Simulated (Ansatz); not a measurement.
`[CH3][In]([Cl])[C]#N` + H–F → `[CH3][In]([F])[C]#N` + HCl  (ligand exchange at the In–Cl bond)

Program: Ansatz. Geometries: PBE0-D4/def2-TZVP. ΔE: electronic, gas phase. CBS: MP2 limit from def2 TZ/QZ plus the TZ coupled-cluster correction, frozen cores. This one scheme is used for every species. DFT in def2-TZVPP. B3LYP here is the variant with VWN-RPA as its local correlation; programs differ in this. Elements past krypton have def2 core potentials. For In outer-core shells are correlated without core-valence functions, which leaves a few kJ/mol of doubt a bond.

(1) Is it downhill or uphill in electronic energy at CCSD(T)/CBS, and by how much? (Best estimate.)

(2) What do these levels give: BLYP-D4, PBE0-D4, B2PLYP, BLYP, PBE0, B3LYP, r2SCANh, CAM-B3LYP, HF/def2-SVP, CCSD(T)/def2-SVP, CCSD(T)/def2-QZVPP, HF/CBS(def2)? (Estimate.)

Largest T1 diagnostic among the species: 0.015.

Answers

(1) The calculation gave: Uphill: ΔE = +57.7 kJ/mol.

(2) Ansatz gave: BLYP-D4 43.5, PBE0-D4 59.5, B2PLYP 51.2, BLYP 38.8, PBE0 57.1, B3LYP 47.3, r2SCANh 54.1, CAM-B3LYP 45.4, HF/def2-SVP 62.4, CCSD(T)/def2-SVP 48.9, CCSD(T)/def2-QZVPP 56.1, HF/CBS(def2) 58.9 kJ/mol.

From BLYP to BHLYP (50 % exact exchange), in def2-TZVPP and without D4, ΔE moves by +16.0 kJ/mol. The D4 term adds +4.2 kJ/mol with B3LYP and +2.4 kJ/mol with PBE0; it sums over pairs of atoms, weighted by their polarisabilities, and B3LYP, whose exchange is more repulsive, gets the larger term.
